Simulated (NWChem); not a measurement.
System: HfH$_{2}$I$_{2}$; SMILES [HfH2]([I])[I]

Excerpt of the output:

```
             Northwest Computational Chemistry Package (NWChem) 7.3.0
             --------------------------------------------------------

 C2V symmetry detected

                             Geometry "geometry" -> ""
                             -------------------------

 Output coordinates in angstroms (scale by  1.889725989 to convert to a.u.)

  No.       Tag          Charge          X              Y              Z
 ---- ---------------- ---------- -------------- -------------- --------------
    1 Hf                  72.0000     0.00000000     0.00000000    -1.03462557
    2 I                   53.0000     2.17909897     0.00000000     0.73858544
    3 I                   53.0000    -2.17909897     0.00000000     0.73858544
    4 H                    1.0000     0.00000000     1.56778174    -1.89850768
    5 H                    1.0000     0.00000000    -1.56778174    -1.89850768

 Effective nuclear repulsion energy (a.u.)    1851.1807155348

      Symmetry information
      --------------------

 Group name             C2v
 Group number             16
 Group order               4
 No. of unique centers     3

                                Z-matrix (autoz)
                                --------

 Units are Angstrom for bonds and degrees for angles

      Type          Name      I     J     K     L     M      Value
      ----------- --------  ----- ----- ----- ----- ----- ----------
    1 Stretch                  1     2                       2.80940
    2 Stretch                  1     3                       2.80940
    3 Stretch                  1     4                       1.79004
    4 Stretch                  1     5                       1.79004
    5 Bend                     2     1     3               101.72703
    6 Bend                     2     1     4               107.73447
    7 Bend                     2     1     5               107.73447
    8 Bend                     3     1     4               107.73447
    9 Bend                     3     1     5               107.73447
   10 Bend                     4     1     5               122.28854

                           NWChem Geometry Optimization
                           ----------------------------

[...]

      ----------------------
      Optimization converged
      ----------------------

  Step       Energy      Delta E   Gmax     Grms     Xrms     Xmax
  ---- ---------------- -------- -------- -------- -------- --------
@    6    -644.71185274 -2.0D-07  0.00006  0.00004  0.00045  0.00112
                                     ok       ok       ok       ok

                                Z-matrix (autoz)
                                --------

 Units are Angstrom for bonds and degrees for angles

      Type          Name      I     J     K     L     M      Value     Gradient
      ----------- --------  ----- ----- ----- ----- ----- ---------- ----------
    1 Stretch                  1     2                       2.69061   -0.00005
    2 Stretch                  1     3                       2.69061   -0.00005
    3 Stretch                  1     4                       1.82850    0.00006
    4 Stretch                  1     5                       1.82850    0.00006
    5 Bend                     2     1     3               118.11052   -0.00002
    6 Bend                     2     1     4               107.93676   -0.00000
    7 Bend                     2     1     5               107.93676   -0.00000
    8 Bend                     3     1     4               107.93676   -0.00000
    9 Bend                     3     1     5               107.93676   -0.00000
   10 Bend                     4     1     5               106.41602    0.00005

                         Geometry "geometry" -> "geometry"
                         ---------------------------------

 Output coordinates in angstroms (scale by  1.889725989 to convert to a.u.)

[...]

 Rotational Constants
 --------------------
 A=   0.079089 cm-1  (  0.113788 K)
 B=   0.012433 cm-1  (  0.017888 K)
 C=   0.010804 cm-1  (  0.015544 K)

 Temperature                      =   298.15K
 frequency scaling parameter      =   1.0000

 Zero-Point correction to Energy  =    8.305 kcal/mol  (  0.013235 au)
 Thermal correction to Energy     =   12.061 kcal/mol  (  0.019220 au)
 Thermal correction to Enthalpy   =   12.653 kcal/mol  (  0.020164 au)

 Total Entropy                    =   87.488 cal/mol-K
   - Translational                =   44.086 cal/mol-K (mol. weight = 435.7633)
   - Rotational                   =   30.006 cal/mol-K (symmetry #  =        2)
   - Vibrational                  =   13.396 cal/mol-K

 Cv (constant volume heat capacity) =   17.062 cal/mol-K
   - Translational                  =    2.979 cal/mol-K
   - Rotational                     =    2.979 cal/mol-K
   - Vibrational                    =   11.103 cal/mol-K

[normal modes left out]

 ----------------------------------------------------------------------------
 Normal Eigenvalue ||           Projected Infra Red Intensities
  Mode   [cm**-1]  || [atomic units] [(debye/angs)**2] [(KM/mol)] [arbitrary]
 ------ ---------- || -------------- ----------------- ---------- -----------
    1       -0.000 ||    0.000000           0.000         0.000       0.000
    2       -0.000 ||    0.000000           0.000         0.000       0.000
    3       -0.000 ||    0.000001           0.000         0.001       0.000
    4        0.000 ||    0.000001           0.000         0.001       0.000
    5        0.000 ||    0.000000           0.000         0.000       0.000
    6        0.000 ||    0.000002           0.000         0.002       0.000
    7       41.068 ||    0.000471           0.011         0.459       0.078
    8      185.945 ||    0.005617           0.130         5.476       0.930
    9      204.856 ||    0.022811           0.526        22.237       3.778
   10      213.912 ||    0.025604           0.591        24.960       4.241
   11      468.599 ||    0.000000           0.000         0.000       0.000
   12      496.362 ||    0.087908           2.028        85.697      14.561
   13      622.258 ||    0.097917           2.259        95.454      16.219
   14     1777.183 ||    0.336526           7.764       328.062      55.743
   15     1801.904 ||    0.328710           7.584       320.443      54.448
 ----------------------------------------------------------------------------
```

Level: PBE0/def2-SVP with def2 effective core potentials on I, Hf. def2 effective core potentials on I, Hf; no spin-orbit coupling.

Question: Write an input that gives this output.

Answer: This is not unique; one that fits is the input that was run:
```
start job
memory heap 200 mb stack 900 mb global 1100 mb
geometry units angstroms
  Hf    -0.764535    -0.430852     0.543474
  I     -0.842005     0.726172    -2.015246
  I      1.939417    -0.107551     1.234752
  H     -1.734174     0.601209     1.638411
  H     -1.074047    -2.184231     0.358835
end
basis spherical
  * library def2-svp
end
ecp
  I library def2-ecp
  Hf library def2-ecp
end
dft
  xc pbe0
  iterations 150
end
driver
  maxiter 120
end
task dft optimize
dft
  grid fine
  convergence energy 1d-8 density 1d-7
end
task dft freq numerical
```
